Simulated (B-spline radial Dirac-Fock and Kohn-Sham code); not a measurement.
**Co¹⁴⁺: eigenvalues, ΔSCF and the reference**

System: the Co¹⁴⁺ ion in the configuration 1s2 2s2 2p6 3s2 3p1.

The density-functional columns are spherical, spin-unpolarised Dirac-Kohn-Sham results without Breit or QED terms: −ε is minus the orbital energy of the initial state and ΔSCF the difference of two total energies. The reference in the last column comes from Dirac-Fock (average of configuration) total-energy differences with a finite nucleus, the Breit interaction including its frequency dependence, and self-energy and vacuum-polarisation corrections. All numbers are from a B-spline atomic structure program, in eV; a selection of levels is shown. For the 1s level of heavy atoms much of the gap between ΔSCF and the reference is the Breit and QED part, -12.9 eV here; for other levels the error of the functional can be larger.

| level | LDA −ε | LDA ΔSCF | Dirac-Fock |
| --- | --- | --- | --- |
| K | 8031.0 | 8213.1 | 8200.4 |
| L1 | 1334.5 | 1377.2 | 1399.1 |
| L2 | 1220.5 | 1269.5 | 1266.8 |
| L3 | 1205.4 | 1253.8 | 1252.0 |
| M1 | 461.9 | 478.9 | 475.3 |
| M2,3 | 424.1 | 441.4 | 440.5 |

Values without a named source are computed, but for edge energies of neutral atoms, which are taken from tables.
